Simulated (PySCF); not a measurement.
Vertical excitations of a molecule H₈OSi₃ from TDDFT-M06-2X/def2-SVPD in PySCF, as energy in eV (oscillator strength): 5.40 (0.003), 6.28 (0.148), 6.69 (0.021), 6.78 (0.029), 6.98 (0.045), 7.15 (0.441), 7.54 (0.016), 7.57 (0.027), 7.69 (0.016), 7.77 (0.074). Lowest triplet (TDA): 5.02 eV. Coordinates come from a PBE0-D3(BJ)/def2-SVP optimisation. Other conformers were not sampled.

Which molecule gave these data?
(A) O[SiH2][SiH2][SiH3]
(B) [SiH3]O[SiH2][SiH3]
(C) O[SiH]([SiH3])[SiH3]

C, O[SiH]([SiH3])[SiH3]
